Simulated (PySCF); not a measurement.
SnEt(NCO)3, C5H5N3O3Sn.
Geometry (PBE0-D3(BJ)/def2-SVP, Å), atoms numbered from 1 in this order:
```
atom  x, y, z in Å
Sn1   -0.187   -0.304   -0.155
C2    -0.154   -0.178    1.958
C3     0.576    1.072    2.429
H4     0.321   -1.103    2.317
H5    -1.205   -0.198    2.285
H6     0.592    1.115    3.529
H7     1.620    1.091    2.082
H8     0.087    1.990    2.069
N9     1.686   -0.269   -0.888
C10    2.457   -0.265   -1.815
O11    3.250   -0.259   -2.671
N12   -1.134    1.292   -0.944
C13   -1.640    1.767   -1.932
O14   -2.144    2.280   -2.850
N15   -1.079   -1.944   -0.896
C16   -1.378   -2.673   -1.807
O17   -1.696   -3.414   -2.651
```

Theory: PySCF, TDDFT CAM-B3LYP/def2-SVPD, vertical, gas phase, core orbitals frozen in the response, def2 core potentials past Kr. Spin–orbit coupling is left out.

Transition dipole moments from the ground state, in atomic units and in the frame of the coordinates above (overall signs are arbitrary), for the states with f of 0.002 or more among the lowest 8:

| state | E (hartree) | μx | μy | μz |
| --- | --- | --- | --- | --- |
| S2 | 0.2403 | 0.533 | -0.132 | -0.009 |
| S3 | 0.2416 | -0.082 | -0.565 | 0.148 |
| S4 | 0.2482 | -0.287 | -0.154 | -0.043 |
| S5 | 0.2512 | 0.165 | -0.213 | 0.057 |
| S6 | 0.2624 | -0.011 | -0.106 | -0.353 |
| S7 | 0.2651 | -0.116 | -0.026 | -0.222 |
| S8 | 0.2683 | -0.181 | -0.352 | 0.117 |

Task: Work out the oscillator strengths.

Result: f = (2/3) ΔE |μ|² with ΔE in hartree (27.2114 eV).

```
state  |μ|² (au)  |μ| (D)      f
   S2      0.301     1.40  0.048
   S3      0.347     1.50  0.056
   S4      0.108     0.83  0.018
   S5      0.076     0.70  0.013
   S6      0.136     0.94  0.024
   S7      0.063     0.64  0.011
   S8      0.170     1.05  0.030
```

Task: What angle do the transition dipoles of S2 and S3 make?

Result: |cos θ| = |μa·μb| / (|μa| |μb|) = 0.09, so θ ≈ 85° (taken between 0 and 90°, since the signs are arbitrary).

Task: What peak molar absorption coefficient would the strongest computed level give as a lone Gaussian band 0.3 eV wide at half height?

Result: ε(max) = 2.175×10⁸ f / FWHM, with the width in cm⁻¹. S3: 2.175×10⁸ × 0.0559 / 2420 ≈ 5000 L mol⁻¹ cm⁻¹.

One conformer stands for the species.
